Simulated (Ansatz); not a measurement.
Species: HClIn, SMILES `[Cl][InH]` (charge 0, multiplicity 2), formula HClIn.

### Question
How many basis functions does frozen-core CCSD(T)/def2-TZVPP // B3LYP-D3(BJ)/def2-TZVP in Ansatz (a first-principles code) use, how many core orbitals are frozen, and how many electrons are correlated?

### Answer
106 basis functions and 9 frozen orbitals, which leaves 21 correlated electrons (filled d shells below the valence shell are correlated). Core time is of the order of seconds.
